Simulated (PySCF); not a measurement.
C₆H₇S (doublet state).
Structure used (GFN2-xTB), in Å, numbered top down from 1:
```
atom  x, y, z in Å
C1    -2.7051    1.4478    0.6235
C2    -1.7803    0.5598    0.2883
S3    -2.1663   -0.9648   -0.4802
C4    -0.6128   -1.6879   -0.7329
C5     0.5834   -1.1103   -0.4327
C6     1.6320   -0.5615   -0.1465
C7     2.9066    0.0395    0.1616
H8    -3.7507    1.2758    0.4350
H9    -2.4391    2.3765    1.0966
H10   -0.7235    0.7002    0.4581
H11   -0.6679   -2.6644   -1.1802
H12    2.7624    0.9399    0.7597
H13    3.4330    0.3091   -0.7566
H14    3.5276   -0.6599    0.7241
```

The hyperfine couplings belong to this conformer and change with its torsions.

As a line formula: `C=CS[CH]C#CC` [radical].

Computed with UKS B3LYP, pcH-1 on C H S, non-relativistic, mean-field spin-orbit, GIAO in PySCF. The structure is a single GFN2-xTB conformer in the gas phase; no vibrational or solvent corrections. GFN2-xTB frequencies show an imaginary mode (21i cm⁻¹), so this geometry is no minimum at that level. A GFN2-xTB geometry isn't a minimum of the functional, and hyperfine couplings can be far from their values at a DFT geometry. No stability test was run, so a lower SCF solution isn't excluded.

Question: The isotropic 13C couplings are +61.9, -56.3, +37.0, -16.3, -8.7, +8.2 MHz. Assign them to C1; C2; C4; C5; C6; C7.

Answer: 
| site | a_iso (MHz) | ρ(0) (bohr⁻³) | position | distance from C4 (Å) | spin population | largest \|T\| (MHz) |
| --- | --- | --- | --- | --- | --- | --- |
| C1 | +8.2 | +0.0073 | 3 bonds from C4 | 4.01 | +0.11 | 16.4 |
| C2 | -8.7 | -0.0077 | 2 bonds from C4 | 2.73 | -0.05 | 7.3 |
| C4 | +61.9 | +0.0549 | largest spin population | 0.00 | +0.62 | 109.0 |
| C5 | -56.3 | -0.0501 | 1 bond from C6 | 1.36 | -0.20 | 18.7 |
| C6 | +37.0 | +0.0328 | a main spin site | 2.58 | +0.42 | 65.0 |
| C7 | -16.3 | -0.0145 | 1 bond from C6 | 4.02 | -0.04 | 0.9 |

ρ(0) is the spin density at the nucleus and T the dipolar tensor; a_iso includes a spin–orbit part; entries for several nuclei are means. Largest spin populations (Mulliken): C4 (+0.62), C6 (+0.42), C5 (-0.20) and S3 (+0.13). The angles at C4 add up to 360.0°, so it is planar; its axial dipolar tensor and the negative coupling of its proton fit spin in a p orbital normal to that plane. Main spin sites, with 60 % or more of the largest population: C4, C6; positions count bonds from the nearest.

β density exceeds α density at some nuclei, such as C5 (-0.0501), C7 (-0.0145) and H11 (-0.0103), spin density in bohr⁻³. In a single determinant that takes different orbitals for the two spins, that is spin polarisation.

Class means assume fast exchange of nuclei equivalent by connectivity; if that motion is slow, each nucleus keeps its own coupling. The three 1H nuclei of mean +36.2 MHz run from 7.3 to 60.5 MHz in the frozen geometry.
